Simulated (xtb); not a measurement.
C₂H₆OSi₂, SMILES C1=C[SiH2]O[SiH2]1. All values are semi-empirical tight-binding results from xtb (GFN2-xTB unless named), good for trends rather than for accurate numbers. Geometry: GFN2-xTB. The structure was generated by enumeration, and PubChem lists no compound with its InChIKey, so it may never have been made.

| Item | Result |
|---|---|
| point group as xtb finds it | C2v |
| orbital gap | 3.72 eV |
| dipole moment | 1.02 D |
| zero-point energy | 43.1 kcal/mol |
| G − E(el) at 298.15 K (modified RRHO) | 25.0 kcal/mol |
| static polarisability (D4 model) | 81.5 bohr³ |
| solvation energy, GFN2-xTB/ALPB(water) | 1.5 kcal/mol |
| solvation energy, GFN2-xTB/ALPB(thf) | -2.6 kcal/mol |
